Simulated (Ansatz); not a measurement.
CoCl₂. Charge 0, multiplicity 4. Geometry PBE0-D4/def2-TZVP, basis def2-TZVP, Ansatz.

| atom | x (Å) | y (Å) | z (Å) |
| --- | --- | --- | --- |
| Co1 | 0.000 | 0.000 | 0.000 |
| Cl2 | 0.752 | 1.912 | 0.377 |
| Cl3 | -0.752 | -1.912 | -0.378 |

```tsv
run	HOMO (eV)	LUMO (eV)
A	-8.50	-4.35
B	-10.39	-1.60
C	-8.56	-4.53
D	-8.93	-3.96
E	-10.52	-2.92
F	-8.03	-4.76
```

B3LYP takes the VWN-RPA correlation. HSE06 is defined as in plane-wave codes, on full-range PBE exchange.

HOMO and LUMO are taken over both spins.

Question: The runs used B3LYP, BHLYP, CAM-B3LYP, HSE06, PBE0, r2SCANh. Estimate which is which.

Answer: A HSE06 (range-separated); B BHLYP (50 % exact exchange); C B3LYP (20 % exact exchange); D PBE0 (25 % exact exchange); E CAM-B3LYP (range-separated); F r2SCANh (10 % exact exchange). Exact exchange lowers occupied and raises empty levels; among semilocal functionals meta-GGAs tend to open the gap a little, and such runs are hard to tell apart. The gap grows from 3.27 eV (r2SCANh) to 8.79 eV (BHLYP).
